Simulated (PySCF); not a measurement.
A PySCF script (with the pyscf-properties extension) for the NMR shieldings of SMILES FC1=C(Cl)C[SiH2]C1, C4H6ClFSi, on a GFN2-xTB geometry:

```python
import basis_set_exchange as bse
import numpy as np
from pyscf import gto, dft
from pyscf.prop import nmr

atoms = """
F    -1.537285    2.164462   -0.298183
C    -0.730489    1.091293   -0.152285
C     0.592128    1.166778   -0.216879
Cl    1.450626    2.645117   -0.495018
C     1.386079   -0.087583   -0.040523
Si    0.059939   -1.437979    0.231358
C    -1.402393   -0.218917    0.090511
H     2.007739   -0.257560   -0.920151
H     2.071574    0.025197    0.800025
H     0.052116   -2.443326   -0.832087
H     0.146185   -2.054859    1.555531
H    -2.014647   -0.154482    0.991077
H    -2.085960   -0.437653   -0.731105
"""
names = dict.fromkeys(["F", "C", "Cl", "Si", "H"], "pcSseg-1")
basis = {el: gto.basis.parse(bse.get_basis(n, elements=[el], fmt="nwchem")) for el, n in names.items()}
mol = gto.M(atom=atoms, basis=basis, charge=0, verbose=0)
mf = dft.RKS(mol, xc="PBE0")
mf.grids.level = 2
mf.grids.alignment = dft.numint.BLKSIZE   # the property module wants whole blocks of grid points
mf.conv_tol = 1e-9
mf.kernel()

calc = nmr.RKS(mf)   # GIAO
C = mf.mo_coeff
Co = C[:, mf.mo_occ > 0]
resp = mf.gen_response(singlet=True, hermi=2)
def vind(x):   # induced exchange potential for any number of trial vectors
    d = np.einsum("pi,xij,qj->xpq", C, 2 * x.reshape(-1, C.shape[1], Co.shape[1]), Co, optimize=True)
    return np.einsum("xpq,pi,qj->xij", resp(d - d.transpose(0, 2, 1)), C, Co, optimize=True).ravel()
mo1, _ = nmr.rhf.solve_mo1(calc, with_cphf=vind)
sigma = calc.kernel(mo1)
for i, s in enumerate(sigma):   # ppm
    w = np.linalg.eigvalsh((s + s.T) / 2)
    print("%2d %-2s iso %8.1f  s11 %8.1f  s22 %8.1f  s33 %8.1f" % (i, mol.atom_pure_symbol(i), w.mean(), *w))
```

Q: What are the results?

A: 
```
 0 F  iso    271.5  s11    163.6  s22    274.2  s33    376.5
 1 C  iso     21.7  s11    -67.4  s22     55.6  s33     76.9
 2 C  iso     65.9  s11     -6.7  s22    101.2  s33    103.2
 3 Cl iso    744.6  s11    535.2  s22    744.5  s33    954.0
 4 C  iso    168.1  s11    145.7  s22    160.1  s33    198.5
 5 Si iso    397.1  s11    381.3  s22    387.3  s33    422.7
 6 C  iso    172.6  s11    154.7  s22    164.7  s33    198.4
 7 H  iso     29.8  s11     25.2  s22     28.2  s33     35.9
 8 H  iso     29.8  s11     25.2  s22     28.2  s33     35.9
 9 H  iso     27.3  s11     24.3  s22     24.6  s33     33.1
10 H  iso     27.4  s11     24.3  s22     24.6  s33     33.1
11 H  iso     29.6  s11     25.4  s22     27.0  s33     36.5
12 H  iso     29.6  s11     25.4  s22     27.0  s33     36.5
```

These numbers come from an equivalent density-fitted implementation of the same equations, which agrees with the script to about 0.01 ppm for H and up to a few tenths of a ppm for heavy atoms, so last digits may differ.

Q: Turn these shieldings into chemical shifts. Referencing at the same level of theory: CFCl3 for ¹⁹F (σref 170.95); ¹³C (σref 186.93) and ²⁹Si (σref 349.16) and ¹H (σref 31.72) vs TMS; HCl for ³⁵Cl (σref 949.78).

A: Averaging equivalent atoms: F 0: -100.5; C 1: 165.2; C 2: 121.0; C 4: 18.8; C 6: 14.3; Cl 3: 205; Si 5: -47.9; H 9/10: 4.37; H 11/12: 2.07; H 7/8: 1.95 ppm. Unscaled 19F shifts against computed CFCl3 carry errors that often reach 10 to 50 ppm.

Size and cost of the density-fitted run: 163 basis functions, 18 s wall time on 1 thread of an Arm Neoverse V1, shared host; peak memory 0.74 GiB.
